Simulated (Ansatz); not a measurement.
Z-matrix (Å, degrees):
```
C
B 1 1.564
C 1 1.518 2 114.9
H 1 1.101 2 106.0 3 118.8
H 1 1.097 2 110.6 3 -126.5
O 2 1.355 1 119.1 3 144.3
H 2 1.207 1 121.7 3 -37.1
O 3 1.413 1 113.5 2 170.5
H 3 1.093 1 110.1 2 52.4
H 3 1.100 1 110.1 2 -65.2
H 6 0.960 2 113.3 1 177.5
H 8 0.961 3 108.1 1 56.2
```

Total charge 0; spin multiplicity 1.

(1) List the B3LYP/def2-TZVPP orbital energies in eV (Ansatz 0.2.0). (Estimate.)

Results:

(1) The calculation gave: Occupied: -521.28, -520.30, -277.98, -276.19, -184.12, -28.36, -27.80, -20.40, -17.19, -15.38, -13.76, -13.04, -12.03, -11.54, -10.79, -10.38, -9.92, -9.00, -8.43, -7.47. Lowest empty: -0.37, 0.45, 0.83, 1.59, 1.86, 2.35, 3.17, 3.29.

B3LYP here is the variant with VWN-RPA as its local correlation; programs differ in this.
